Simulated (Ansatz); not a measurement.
`[CH3][Ga]([Cl])[C]#N`, charge 0, multiplicity 1.

(1) Give a relaxed structure at PBE0-D4/def2-TZVP (Ansatz). (Estimate.)

Results:

(1) Computed: 
```xyz
8

C    -0.4396   -0.7690    1.0300
Ga    0.5802    0.2763   -0.2448
Cl    2.6841    0.5825   -0.0901
C    -0.1912    1.1553   -1.7956
N    -0.6927    1.6598   -2.7028
H     0.2040   -1.1483    1.8221
H    -0.9173   -1.6062    0.5168
H    -1.2275   -0.1504    1.4644
```
Point group Cs.
